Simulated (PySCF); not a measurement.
## Molecular orbitals of LiTe⁻

RHF at R = 2.397 Å; PySCF, scalar-relativistic core potentials, basis sets Li aug-cc-pVDZ, Te aug-cc-pVDZ-PP with ECP28. State: ¹Σ⁺ (singlet), closed shell. Only the outer orbitals are listed, counted within each symmetry, core potentials removing the inner ones.

| orbital | occ. | ε (eV) | on Li (%) | main shells (%) |
| --- | --- | --- | --- | --- |
| 5σ | 2 | -13.28 | 15 | 86 Te s |
| 6σ | 2 | -2.48 | 35 | 64 Te p, 28 Li s |
| 3π | 2 | -1.65 | 9 | 90 Te p, 8 Li p |
| 3π | 2 | -1.65 | 9 | 90 Te p, 8 Li p |
| 7σ | 0 | 1.94 | 108 | 72 Li p, 35 Li s |
| 4π | 0 | 2.21 | 103 | 103 Li p |
| 4π | 0 | 2.21 | 103 | 103 Li p |

Q: Which are the highest filled and the lowest empty level, where do they sit, and how wide is the gap?

A: Highest filled 3π at -1.65 eV (in %: 90 Te p, 8 Li p); lowest empty 7σ at 1.94 eV (in %: 72 Li p, 35 Li s); the gap at RHF is 3.59 eV. An empty level above zero is unbound, and its energy depends on the basis.

The bond order (Mayer) is 1.75, the ⟨S²⟩ is 0.000 and the charge on Li (Mulliken, basis-dependent) is -0.34. The charge on Li (Löwdin, basis-dependent) is -0.21, the dipole moment (positive dipole points towards Te; it is taken about the centre of mass and depends on that origin) is -5.16 D and the polarisability along the bond is 167.9 bohr³. The polarisability across the bond is 143.1 bohr³.

Shares are Mulliken populations and can fall outside 0 to 100 %.

Spin–orbit coupling is left out.
